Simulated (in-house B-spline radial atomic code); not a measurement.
Checks on a self-consistent run for I, [Kr] 4d10 5p5 7s1 7f1. Method: Dirac-Hartree-Fock, average of configuration, Fermi nucleus of rms radius 4.75 fm. Calculated with a radial B-spline atomic code at the basis-set limit.

```json
{"orbital": "1s1/2", "q": "2", "ε (Eh)": "-1226.73150", "<1/r>": "56.8357", "<r²>": "0.00100435", "small-component weight": "0.038117"}
{"orbital": "2s1/2", "q": "2", "ε (Eh)": "-193.75560", "<1/r>": "13.2855", "<r²>": "0.016098", "small-component weight": "0.0081758"}
{"orbital": "2p1/2", "q": "2", "ε (Eh)": "-181.31989", "<1/r>": "13.2293", "<r²>": "0.0119559", "small-component weight": "0.0081627"}
{"orbital": "2p3/2", "q": "4", "ε (Eh)": "-170.29836", "<1/r>": "12.2085", "<r²>": "0.0132346", "small-component weight": "0.0077535"}
{"orbital": "3s1/2", "q": "2", "ε (Eh)": "-41.24757", "<1/r>": "4.7535", "<r²>": "0.111585", "small-component weight": "0.0024368"}
{"orbital": "3p1/2", "q": "2", "ε (Eh)": "-36.07200", "<1/r>": "4.65463", "<r²>": "0.106672", "small-component weight": "0.0023702"}
{"orbital": "3p3/2", "q": "4", "ε (Eh)": "-33.94158", "<1/r>": "4.40646", "<r²>": "0.114507", "small-component weight": "0.0022626"}
{"orbital": "3d3/2", "q": "4", "ε (Eh)": "-24.92190", "<1/r>": "4.24754", "<r²>": "0.096435", "small-component weight": "0.0021298"}
{"orbital": "3d5/2", "q": "6", "ε (Eh)": "-24.48043", "<1/r>": "4.18334", "<r²>": "0.0987187", "small-component weight": "0.0020973"}
{"orbital": "4s1/2", "q": "2", "ε (Eh)": "-8.46669", "<1/r>": "1.87899", "<r²>": "0.620687", "small-component weight": "0.00066767"}
{"orbital": "4p1/2", "q": "2", "ε (Eh)": "-6.58930", "<1/r>": "1.77286", "<r²>": "0.680836", "small-component weight": "0.00061035"}
{"orbital": "4p3/2", "q": "4", "ε (Eh)": "-6.16997", "<1/r>": "1.69857", "<r²>": "0.726524", "small-component weight": "0.00058056"}
{"orbital": "4d3/2", "q": "4", "ε (Eh)": "-3.05591", "<1/r>": "1.4535", "<r²>": "0.956236", "small-component weight": "0.00044452"}
{"orbital": "4d5/2", "q": "6", "ε (Eh)": "-2.98805", "<1/r>": "1.43326", "<r²>": "0.97897", "small-component weight": "0.00043538"}
{"orbital": "5p1/2", "q": "1.6667", "ε (Eh)": "-0.94282", "<1/r>": "0.5888", "<r²>": "5.33766", "small-component weight": "9.0516e-05"}
{"orbital": "5p3/2", "q": "3.3333", "ε (Eh)": "-0.89233", "<1/r>": "0.564523", "<r²>": "5.72898", "small-component weight": "8.3989e-05"}
{"orbital": "7s1/2", "q": "1", "ε (Eh)": "-0.13373", "<1/r>": "0.132858", "<r²>": "107.342", "small-component weight": "7.7826e-06"}
{"orbital": "7f5/2", "q": "0.42857", "ε (Eh)": "-0.01149", "<1/r>": "0.0245612", "<r²>": "3967.78", "small-component weight": "4.3046e-07"}
{"orbital": "7f7/2", "q": "0.57143", "ε (Eh)": "-0.01150", "<1/r>": "0.0245876", "<r²>": "3964.08", "small-component weight": "4.3182e-07"}
```

Electron-electron repulsion V_ee = 2602.4608 hartree.

Problem. What total energy follows from the eigenvalues?

Solution. The eigenvalues count the repulsion twice, so E = Σqε - V_ee = -4511.418 - 2602.461 = -7113.879 hartree; the run printed -7113.879.

Problem. Does the Dirac virial theorem hold?

Solution. For a point nucleus E = -2c²Σq·w, with w the small-component weight. Here Σq·w = 0.1894 and c = 137.0360, so the ratio E/(-2c²Σq·w) is 1.000060; the finite nucleus accounts for the departure from 1.

Problem. What diamagnetic shielding (Lamb formula) and susceptibility (Langevin formula) do the radii give?

Solution. σ = (α²/3)Σq<1/r> = 325.599/(3·137.036²) = 5779.5 ppm, and χ = -0.79199×10⁻⁶·Σq<r²> = -3262×10⁻⁶ cm³/mol with Σq<r²> = 4118.2 bohr². Both are non-relativistic formulas without the paramagnetism of open shells; for so heavy an element the full relativistic shielding is larger by tens of per cent.
